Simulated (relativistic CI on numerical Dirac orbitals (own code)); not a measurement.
## Tm XXIV: computed level list

These numbers are calculated, not measured: Dirac-Coulomb-Breit CI, orbitals from a KLI potential per configuration, model QED, unscaled Slater integrals (own radial code, finite nucleus).

Configuration list (outside the closed core [Ar] 3d10): 4s2 4p6 4d10, 4s2 4p6 4d9 4f, 4s2 4p5 4d10 4f, 4s2 4p6 4d9 5s, 4s 4p6 4d10 4f, 4s2 4p6 4d9 5p, 4s2 4p6 4d9 5d, 4s2 4p5 4d10 5s, 4p6 4d10 4f2, 4p6 4d9 4f3, 4p5 4d10 4f3, 4p6 4d9 4f2 5s, 4p6 4d9 4f2 5p, 4p6 4d9 4f2 5d. Double excitations out of closed p, d and f shells are left out; levels of such configurations are missing from the list, as are those of other unlisted configurations, and high levels can miss mixing partners. These lack a partner that the ground configuration has and come out too high: 4s2 4p5 4d10 5s.

| No. | Configuration | Term | J | E (eV) | % | Next component (%) | Lifetime (s) |
| --- | --- | --- | --- | --- | --- | --- | --- |
| 1 | 4s2 4p6 4d10 | 1S | 0 | 0.000 | 100 |  |  |
| 2 | 4s2 4p6 4d9 4f | 3P° | 0 | 164.769 | 100 |  |  |
| 3 | 4s2 4p6 4d9 4f | 3P° | 1 | 166.363 | 91 | 9 3D° | 1.25e-09 |
| 4 | 4s2 4p6 4d9 4f | 3P° | 2 | 169.548 | 69 | 26 3D° | 4.97e-05 |
| 5 | 4s2 4p6 4d9 4f | 3H° | 5 | 170.907 | 65 | 33 1H° |  |
| 6 | 4s2 4p6 4d9 4f | 3H° | 6 | 171.530 | 100 |  | 5.41e-01 |
| 7 | 4s2 4p6 4d9 4f | 1D° | 2 | 173.377 | 41 | 38 3F° | 5.97e-05 |
| 8 | 4s2 4p6 4d9 4f | 3F° | 3 | 173.408 | 57 | 34 3D° | 1.01e-02 |
| 9 | 4s2 4p6 4d9 4f | 3G° | 4 | 174.126 | 38 | 27 3H° | 7.01e-03 |
| 10 | 4s2 4p6 4d9 4f | 3F° | 4 | 175.634 | 61 | 26 1G° | 4.73e-03 |
| 11 | 4s2 4p6 4d9 4f | 3G° | 5 | 177.244 | 72 | 25 1H° | 2.98e-03 |
| 12 | 4s2 4p6 4d9 4f | 3D° | 1 | 177.897 | 91 | 9 3P° | 3.95e-11 |
| 13 | 4s2 4p6 4d9 4f | 3D° | 3 | 178.118 | 42 | 31 1F° | 8.47e-04 |
| 14 | 4s2 4p6 4d9 4f | 3H° | 4 | 181.420 | 60 | 27 1G° | 1.30e-04 |
| 15 | 4s2 4p6 4d9 4f | 1D° | 2 | 181.681 | 48 | 24 3D° | 1.03e-04 |
| 16 | 4s2 4p6 4d9 4f | 3F° | 2 | 183.621 | 55 | 34 3D° | 7.25e-05 |
| 17 | 4s2 4p6 4d9 4f | 1H° | 5 | 184.753 | 43 | 31 3H° | 8.44e-05 |
| 18 | 4s2 4p6 4d9 4f | 3G° | 3 | 186.244 | 62 | 28 3F° | 1.03e-04 |
| 19 | 4s2 4p6 4d9 4f | 3G° | 4 | 187.818 | 49 | 34 1G° | 9.60e-05 |
| 20 | 4s2 4p6 4d9 4f | 1F° | 3 | 188.462 | 68 | 14 3D° | 7.83e-05 |
| 21 | 4s2 4p6 4d9 4f | 1P° | 1 | 223.836 | 99 | 1 3D° | 1.83e-13 |
| 22 | 4s2 4p6 4d9 5s | 3D | 3 | 261.471 | 100 |  | 8.44e-07 |
| 23 | 4s2 4p6 4d9 5s | 1D | 2 | 262.360 | 53 | 47 3D | 1.46e-08 |
| 24 | 4s2 4p6 4d9 5s | 3D | 1 | 272.233 | 100 |  | 2.71e-07 |
| 25 | 4s2 4p6 4d9 5s | 3D | 2 | 272.895 | 53 | 47 1D | 1.58e-08 |
| 26 | 4s2 4p6 4d9 5p | 3P° | 2 | 297.662 | 60 | 28 3D° | 7.98e-11 |
| 27 | 4s2 4p6 4d9 5p | 3F° | 3 | 298.580 | 48 | 34 1F° | 7.25e-11 |
| 28 | 4s2 4p6 4d9 5p | 3F° | 2 | 308.816 | 81 | 12 1D° | 7.19e-11 |
| 29 | 4s2 4p6 4d9 5p | 3D° | 1 | 310.026 | 46 | 32 3P° | 2.30e-12 |
| 30 | 4s2 4p6 4d9 5p | 3F° | 4 | 315.705 | 100 |  | 2.16e-11 |

Energies count from the lowest computed level; ° marks odd parity; lifetimes are radiative, by E1, M1, E2, M2, E3 decay to levels of this space only; some are left blank where a channel outside the calculation adds to the decay or the decay crosses a small, uncertain gap.

The mean weight of the leading LS term, summed over parents, in these 30 levels is 68 %, and that of the leading jj configuration (from the same eigenvectors) 84 %, so jj coupling describes them better and the LS labels are nominal.

At this charge energies of transitions that change n are usually good to better than 1 %, and those within a shell (Δn = 0) to a few per cent.

LS names give the leading component of a level, which can be under half, so a name can repeat, a term be missing and a line seem to break the LS rules.
